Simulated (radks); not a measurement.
The numbers below are computed, except where a source is named.
Question: Radial electron density D(r) = 4 pi r^2 rho(r) of an atom or ion with 1.75 electrons. Level of theory: non-relativistic Kohn-Sham, SCAN, spin-unpolarised, spherical densities, point nucleus; meta-GGA in the generalised Kohn-Sham scheme (a radial shooting solver on a logarithmic mesh with Libxc functionals).

r (bohr)  D(r) (e/bohr)
0.01679         0.04058
0.01954         0.05410
0.02293         0.07300
0.0267          0.09673
0.03133          0.1296
0.03648          0.1703
0.04246          0.2227
0.04983          0.2934
0.05801          0.3787
0.06808          0.4912
0.07925          0.6229
0.09226          0.7814
0.1083           0.9787
0.126             1.194
0.1479            1.446
0.1722            1.700
0.2005            1.954
0.2352            2.200
0.2739            2.388
0.3214            2.508
0.3741            2.524
0.4356            2.428
0.5111            2.203
0.595             1.890
0.6983            1.493
0.8129            1.100
0.9464           0.7395
1.111            0.4337
1.293            0.2301
1.517            0.1010
1.766           0.03893
2.056           0.01237

What is the nuclear charge?

Answer: Z = 3. The innermost maximum, from 1s, lies near 1/Z = 0.333 bohr (found: 0.354), and its height grows with Z. The density is that of the lithium ion Li1.25+ in 1s1.75; the configuration itself is not fixed sharply by these data. D(r) has 1 maximum, at r = 0.354 bohr.
